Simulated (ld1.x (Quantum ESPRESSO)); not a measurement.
Transferability test, TM potential for chromium

ld1.x (Quantum ESPRESSO) 7.5 input, shortened:

```
&input
   title='Cr', zed=24., rel=1, dft='PBE', iswitch=3,
   config='[Ar] 3d3 4s0 4p0'
 /
 &inputp
   pseudotype=2, tm=.true., lloc=-1, rcloc=0.80,
   nlcc=.false.
 /
3
3S  1  0   2.00   0.00  1.45  1.45  0.0
3P  2  1   6.00   0.00  0.95  0.95  0.0
3D  3  2   3.00   0.00  0.95  0.95  0.0
 &test
   configts(1)='3s2 3p6 3d3 4s0 4p0'
 /
```

Energies are relative to the spin-unpolarised reference configuration 3s2 3p6 3d3 4s0 4p0; without spin polarisation the order of configurations can differ from experiment.

```json
{"valence configuration": "3s2 3p6 3d5 4s1 4p0", "charge": "0", "ΔE all-electron (eV)": "-53.702", "error AE − PS (meV)": "+576"}
{"valence configuration": "3s2 3p6 3d5 4s0 4p0", "charge": "+1", "ΔE all-electron (eV)": "-46.801", "error AE − PS (meV)": "+23"}
{"valence configuration": "3s2 3p6 3d5.5 4s0.5 4p0", "charge": "0", "ΔE all-electron (eV)": "-52.976", "error AE − PS (meV)": "+267"}
{"valence configuration": "3s2 3p6 3d2 4s0 4p0", "charge": "+4", "ΔE all-electron (eV)": "48.360", "error AE − PS (meV)": "+34"}
{"valence configuration": "3s2 3p6 3d6 4s0 4p0", "charge": "0", "ΔE all-electron (eV)": "-51.970", "error AE − PS (meV)": "+23"}
{"valence configuration": "3s2 3p6 3d4 4s2 4p0", "charge": "0", "ΔE all-electron (eV)": "-53.802", "error AE − PS (meV)": "+1581"}
```

(1) What are ΔE and the potential's error for 3s2 3p6 3d4 4s0 4p0?

## Answers

(1) ΔE = -30.749 eV all-electron; the error (AE − PS) is +12 meV.

These tests converged, but a pseudo level misses the all-electron one widely, so the file describes the atom poorly there or has found another state: 3s2 3p6 3d2 4s0 4p0: empty 4s by 5.3 eV (a node warning on the way).
